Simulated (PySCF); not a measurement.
**Telling isomers of C₈H₄ClF₃O apart by NMR**

Computed data (PySCF): GFN2-xTB geometry, PBE0/pcSseg-1 with gauge-including orbitals. Rapidly exchanging positions averaged, no solvent, no relativistic terms, a single conformation.

δ = σ(ref) − σ, references computed at the same level: ¹H, ¹³C vs TMS. Splittings of carbon signals by F and P are missing where no couplings were computed. Where no couplings were computed, multiplicities follow the n + 1 count of equivalent neighbours, and m marks all less simple cases (inequivalent or close neighbours, rings, F or P nearby). Shifts are as computed. Against solution values, carbons near 30 ppm lie about +3 ppm off and those near 130 ppm about +5 ppm; carbons on Cl a further +6 ppm. Of 1211 compounds with measured shifts, 218 miss one by over three times the rms of a fit or turn the order of signals round; such compounds aren't used in these exercises. Carbons bonded to Cl come out too deshielded. OH and NH positions are gas-phase values without hydrogen bonding to other molecules.

(1) Tabulate the signals of `Oc1ccc(C(F)=C(F)F)c(Cl)c1`, `O=C(Cl)c1ccccc1C(F)(F)F`, `O=C(Cl)c1ccc(C(F)(F)F)cc1` and their relative energies.

(2) What is the quickest way to tell Oc1ccc(C(F)=C(F)F)c(Cl)c1 from O=C(Cl)c1ccccc1C(F)(F)F?

(3) What is the quickest way to tell Oc1ccc(C(F)=C(F)F)c(Cl)c1 from O=C(Cl)c1ccc(C(F)(F)F)cc1?

(4) What is the quickest way to tell O=C(Cl)c1ccccc1C(F)(F)F from O=C(Cl)c1ccc(C(F)(F)F)cc1?

## Answers

(1) 
```tsv
SMILES	carbon types	δC	δH	E rel. (kcal/mol)
Oc1ccc(C(F)=C(F)F)c(Cl)c1	5×C 3×CH	167.1, 164.9, 146.3, 136.6, 136.0, 125.0, 121.9, 116.5	7.76 (m, 1H), 7.32 (s, 1H), 6.71 (d, 1H), 4.61 (br s, 1H)	45.3
O=C(Cl)c1ccccc1C(F)(F)F	4×C 4×CH	177.0, 141.0, 138.8, 138.5, 137.1, 136.4, 132.6, 132.2	8.38 (d, 1H), 8.18 (m, 1H), 7.98 (m, 1H), 7.98 (m, 1H)	7.2
O=C(Cl)c1ccc(C(F)(F)F)cc1	4×C 4×CH	176.4, 144.3, 139.5, 139.2, 132.9, 132.6	8.77 (d, 2H), 8.19 (m, 2H)	0.0
```

Energies are electronic energies at PBE0/pcSseg-1 on these geometries, without zero-point or thermal terms, each for the one conformer computed, which needn't be the lowest.

(2) Both give the same number of carbon signals, but DEPT or the intensities differ. The first has an aromatic CH at 116.5 ppm, the second a carbonyl carbon (C) at 177.0 ppm. Their most deshielded carbons lie at 167.1 and 177.0 ppm. In the proton spectra the most deshielded non-exchanging signals are 7.76 (m, 1H) and 8.38 (d, 1H).

(3) Count the carbon signals: 8 against 6. The first has an aromatic CH at 116.5 ppm, the second a carbonyl carbon (C) at 176.4 ppm. Their most deshielded carbons lie at 167.1 and 176.4 ppm. In the proton spectra the most deshielded non-exchanging signals are 7.76 (m, 1H) and 8.77 (d, 2H).

(4) Count the carbon signals: 8 against 6. The first has a substituted aromatic carbon (C) at 136.4 ppm, the second a substituted aromatic carbon (C) at 144.3 ppm. Their most deshielded carbons lie at 177.0 and 176.4 ppm.
